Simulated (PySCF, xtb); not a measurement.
Mo(NH)(S)(Cl)(NH2) (ClH3MoN2S), SMILES [Cl][Mo]([NH2])(=[S])=[NH], multiplicity 1. The values are those of a single conformer.

Harmonic wavenumbers (cm⁻¹) from GFN2-xTB (xtb) at its own minimum, in rising order: 124, 131, 165, 179, 200, 318, 330, 505, 520, 564, 567, 606, 649, 995, 1451, 3286, 3320, 3417.

What does PBE-D3(BJ)/def2-SVP (PySCF) give at its own minimum? (An estimate is asked for; the answer gives what the named calculation found.)

136, 156, 185, 214, 247, 386, 401, 475, 518, 551, 583, 655, 721, 973, 1446, 3460, 3483, 3569. Paired by order, the mean absolute difference is 54 cm⁻¹ and the zero-point energies are 24.8 and 26.0 kcal/mol.
